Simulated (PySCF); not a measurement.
CH4O3, SMILES OC(O)O.

Geometry: r2SCAN-D4/def2-SVP. One conformer was computed; it need not be the lowest.

Two levels are set side by side: PBE/def2-TZVPD (PySCF) and ωB97X/def2-TZVPD (PySCF). Same geometry, gas phase. Differences are taken from unrounded values.

| quantity | ωB97X |
|---|---|
| orbital gap (eV) | 12.77 |
| highest occupied level (eV) | -11.18 |
| lowest empty level (eV) | 1.59 |
| dipole moment (D) | 1.51 |
| mean polarisability (bohr³) | 30.5 |

**Question.** What does PBE give, and how far is it from ωB97X? (Estimate from the structure and the level; the computed values follow.)

**Answer.** 
| quantity | PBE | PBE minus ωB97X |
|---|---|---|
| orbital gap (eV) | 6.17 | -6.60 |
| highest occupied level (eV) | -6.86 | 4.31 |
| lowest empty level (eV) | -0.70 | -2.29 |
| dipole moment (D) | 1.38 | -0.13 |
| mean polarisability (bohr³) | 33.1 | 2.6 |

PBE's occupied levels lie high since its potential decays too fast outside the molecule; exact exchange lowers them and widens the gap. PBE's more diffuse valence density responds more strongly to a field. Differences between two approximate levels are no errors against the true value.

Rough cost on one machine, each run with all the roots and properties that it gave: ωB97X against PBE within a factor of 2.
